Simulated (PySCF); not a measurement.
Species: (HAlNH)3 ring, Al3H6N3.
Structure used (PBE0-D3(BJ)/def2-SVP), in Å, numbered top down from 1:
```xyz
12
Al3H6N3 angstrom
Al    -0.3333   -1.6271   -0.7935
H     -0.6307   -3.0243   -1.4821
N      1.3324   -1.0375   -0.4844
Al     1.7449    0.5266    0.2906
H      3.2413    0.9861    0.5437
N      0.3360    1.5326    0.7599
Al    -1.3824    1.0795    0.5153
H     -2.5831    2.0183    0.9542
N     -1.6381   -0.5158   -0.2642
H      2.1018   -1.6404   -0.7674
H      0.5259    2.4300    1.2005
H     -2.5992   -0.8110   -0.4216
```

Method used: PBE0-D3(BJ)/def2-SVP geometry optimisation, gas phase (PySCF).

Take the most abundant isotopes and a rigid rotor. The values belong to one conformer.

Q: What are A, B and C (cm⁻¹)?

A: Ia = 229.96, Ib = 230.11, Ic = 460.07 u·Å²; 505379 MHz·u·Å²/I gives 2198, 2196 and 1098 MHz, that is A = 0.07331, B = 0.07326, C = 0.03664 cm⁻¹.

Q: Classify the top.

A: An oblate symmetric top, as the point group D3h requires two equal moments; the computed ones differ by 0.07 % because the geometry is symmetric only within the optimiser's tolerance. Ray's parameter κ = (2B − A − C)/(A − C) = 0.997; −1 is the prolate and +1 the oblate limit.

Q: What does the inertial defect say?

A: Planar: Δ = Ic − Ia − Ib = 0.00 u·Å². For a rigid frame Δ = −2 Σ m c², so it vanishes when all atoms lie in the ab plane; here none is more than 0.01 Å from it.

The point group D3h allows no dipole (computed: 0.00 D), so a rigid rotor has no electric-dipole lines.

Q: Estimate the classical rotational partition function at 25 K, 50 K and 200 K.

A: Point group D3h, symmetry number σ = 6; q = (√π/σ)·√((kT/h)³/(ABC)), k/h = 20836.6 MHz/K: 1530 at 25 K, 4310 at 50 K, 34500 at 200 K.

Stationary, but not proved a minimum. Constants of a rigid frame at the computed geometry: no zero-point averaging, no centrifugal distortion.
